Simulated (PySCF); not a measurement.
## How methods differ on the excitation energy of Ru

Ru [Kr] 4d7 5s1 (5F) → Ru [Kr] 4d8 (3F), as a difference of total energies. Calculation: PySCF 2.14, in def2-QZVPPD with the def2 core potential (28 electrons); scalar relativity through the core potential. Correlated levels: valence: 4s2 4p6 frozen. The calculations carry no spin-orbit coupling.

```json
{"method": "UHF", "excitation energy (eV)": "2.263"}
{"method": "MP2 (valence)", "excitation energy (eV)": "1.131"}
{"method": "SCS-MP2 (valence)", "excitation energy (eV)": "0.851"}
{"method": "CCSD (valence)", "excitation energy (eV)": "1.391"}
{"method": "CCSD(T) (valence)", "excitation energy (eV)": "1.259"}
```

How much does correlation contribute at CCSD(T) (valence)?

1.259 − (2.263) = -1.004 eV, measured against UHF.
